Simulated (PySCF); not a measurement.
**Simulated absorption spectrum**

C3H4O2SSi.
Bonds: O1–C2 (double), C2–C3 (double), C3–S4, S4–Si5, Si5–C6, C6–O7 (double). Hydrogens: H8 on C3; H9, H10 on Si5; H11 on C6.

Method: TDDFT B3LYP/def2-SVPD, vertical, gas phase, core orbitals frozen in the response in PySCF. Geometry: GFN2-xTB, one conformer, isolated molecule. Torsions of this conformer, `[O:1]=[C:2]=[CH:3][S:4][SiH2:5][CH:6]=[O:7]`: C2–C3–S4–Si5 -92°, C3–S4–Si5–C6 52°, S4–Si5–C6–O7 -99°.

Each state is given a Gaussian of 0.4 eV full width at half maximum, with ε(max) = 2.175×10⁸ f / Δν̃ (Δν̃ the width in cm⁻¹). The width is an assumption, not a result. The curve ends short of the highest state used, and states not computed would add to its high-energy end.

| E (eV) | ε (L mol⁻¹ cm⁻¹) |
| --- | --- |
| 2.49 | 1 |
| 2.59 | 4 |
| 2.69 | 18 |
| 2.79 | 60 |
| 2.89 | 142 |
| 2.99 | 240 |
| 3.10 | 293 |
| 3.20 | 254 |
| 3.30 | 170 |
| 3.40 | 97 |
| 3.50 | 72 |
| 3.60 | 136 |
| 3.70 | 340 |
| 3.80 | 680 |
| 3.91 | 1015 |
| 4.01 | 1062 |
| 4.11 | 888 |
| 4.21 | 795 |
| 4.31 | 1031 |
| 4.41 | 1463 |
| 4.51 | 1666 |
| 4.62 | 1352 |
| 4.72 | 806 |
| 4.82 | 354 |
| 4.92 | 116 |
| 5.02 | 28 |
| 5.12 | 5 |
| 5.22 | 1 |
| 5.33 | 1 |
| 5.43 | 5 |

Q: Locate the maxima and give the states behind the curve.

A: 400 nm (3.10 eV), ε about 290, made up of S1 (94%); 312 nm (3.98 eV), ε about 1100, made up of S3 (53%) and S4 (46%); 275 nm (4.50 eV), ε about 1700, made up of S5 (89%) and S6 (10%) (ε in L mol⁻¹ cm⁻¹; maxima over ε = 5, shares over 10%). At its high-energy end, 5.43 eV, the curve is still rising (ε about 5.2, from S7). The states used: S1 3.09 eV (f 0.0041); S2 3.33 eV (f 0.0006); S3 3.93 eV (f 0.0088); S4 4.02 eV (f 0.0076); S5 4.49 eV (f 0.022); S6 4.63 eV (f 0.0034); S7 5.97 eV (f 0.012); S8 6.03 eV (f 0.0015).

Q: Does any computed singlet lie in the visible range?

A: S1 lies in the visible range (380 to 750 nm), at 402 nm, f = 0.0041; light of that wavelength is violet, and its complementary colour is yellow-green; a Tamm–Dancoff triplet lies at 509 nm, without intensity as long as spin–orbit coupling is left out.

Q: On this curve, what absorbance would a 10⁻⁵ mol/L sample give at 308 nm over a 1 cm path?

A: 308 nm is 4.025 eV, where ε is about 1000 L mol⁻¹ cm⁻¹, so A = ε c l ≈ 0.01 (Beer–Lambert, with the gas-phase spectrum and the assumed width).

Q: What would ε be at 4.50 eV, the highest of these maxima, with half the width (0.2 eV)?

A: About 3100 L mol⁻¹ cm⁻¹ against 1670, a factor of about 1.9; a lone state at its own centre would give exactly 2.
